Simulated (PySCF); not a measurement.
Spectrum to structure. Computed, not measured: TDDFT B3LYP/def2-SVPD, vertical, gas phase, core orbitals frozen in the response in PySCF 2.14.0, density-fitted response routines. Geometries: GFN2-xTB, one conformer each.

| state | E (eV) | f |
| --- | --- | --- |
| S1 | 4.64 | 0.016 |
| S2 | 5.19 | 0.0051 |
| S3 | 5.72 | 0.0007 |
| S4 | 5.77 | 0.0005 |
| S5 | 5.77 | 0.0052 |
| S6 | 6.00 | 0.0023 |
| S7 | 6.07 | 0.0010 |
| S8 | 6.09 | 0.024 |

Triplets computed (Tamm–Dancoff): 4.37, 4.95, 4.96 eV.

**Question.** Which structure fits? All have the formula C5H6SSi.
A. `C#C[SiH](C#C)SC`
B. `C#CC1=C[SiH2]CS1`
C. `C#CCC1=CS[SiH2]1`

**Answer.** A. Its S1, at 4.64 eV, is the highest among the candidates; the nearest of the others has S1 at 4.14 eV. S1 is HOMO→LUMO (98%). Löwdin shares by element: HOMO sulfur 72%, carbon 10% or more, silicon 6%; LUMO carbon 28% or more, silicon 19%, sulfur 14% (atoms not listed hold the other 39%). At the same level the other candidates give, for their lowest levels:
- `C#CCC1=CS[SiH2]1`: 4.14 eV (f 0.005); 4.55 eV (f 0.081); 4.85 eV (f 0.000); 5.40 eV (f 0.006); 5.90 eV (f 0.002); T1 3.36 eV; HOMO -6.01, LUMO -0.86 eV
- `C#CC1=C[SiH2]CS1`: 4.09 eV (f 0.092); 4.78 eV (f 0.000); 5.12 eV (f 0.000); 5.31 eV (f 0.008); 5.38 eV (f 0.002); T1 2.84 eV; HOMO -6.10, LUMO -1.54 eV

Conformer computed: `[CH:1]#[C:2][SiH:3]([C:4]#[CH:5])[S:6][CH3:7]`: C2–Si3–S6–C7 -58°.
